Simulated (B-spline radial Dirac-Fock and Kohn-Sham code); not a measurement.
## K-line shifts caused by a second vacancy in Si⁴⁺

System: silicon as Si⁴⁺, configuration [He] 2s2 2p6.

Level of theory: Dirac-Fock (average of configuration) total-energy differences with a finite nucleus, the Breit interaction including its frequency dependence, and self-energy and vacuum-polarisation corrections; a radial atomic solver. Each two-hole energy is an average over J within one jj subconfiguration, not an observable level; in light atoms, where LS coupling holds, the j-resolved values are not observed lines, and for a K spectator the Kα1 hypersatellite is nearly forbidden. Correlation energy is missing from these numbers.

Lines without a spectator: Kα2 (K-L2) 1743.6 eV, Kα1 (K-L3) 1744.2 eV. Shifts in eV with one spectator hole (a dash: not computed, or left out as unreliable):

| spectator hole | Kα2 | Kα1 |
| --- | --- | --- |
| L2 (2p1/2) | +10.42 | +12.91 |
| L3 (2p3/2) | +12.66 | +11.91 |

Question: Where does the K-L3 hypersatellite lie, emitted when both K electrons are missing?

Answer: +141.2 eV from the normal line, at 1885.4 eV. Removing both K electrons costs 4013.4 eV, which is 194.6 eV more than twice the K binding energy. In light atoms the observed hypersatellite is the ¹S₀ → ¹P₁ component, which lies below this average, and the triplet component is nearly forbidden.

With n spectator holes in 2p, averaged over the 2p shell (energies in eV):

```tsv
n	KαLⁿ	step	hypersatellite KαʰLⁿ
0	1744.0	–	1885.1
1	1756.3	+12.3	1898.9
2	1770.1	+13.8	1914.1
3	1785.4	+15.3	1930.9
4	1802.2	+16.8	1949.0
5	1820.5	+18.3	1968.6
```
